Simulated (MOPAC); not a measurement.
MOPAC input (PM7):

```
PM7 PRECISE GNORM=0.05 LET XYZ CHARGE=1 GEO-OK AUX(PRECISION=9) THREADS=1
CH2I

C    -1.67323436 1   -0.00554951 1   -0.04317373 1
I     0.27297455 1    0.00090536 1    0.00704344 1
H    -2.21653840 1    0.93356701 1   -0.08444468 1
H    -2.21170666 1   -0.94825390 1   -0.02981539 1
```

Problem. What heat of formation does the run end on?

Solution. 238.02 kcal/mol.
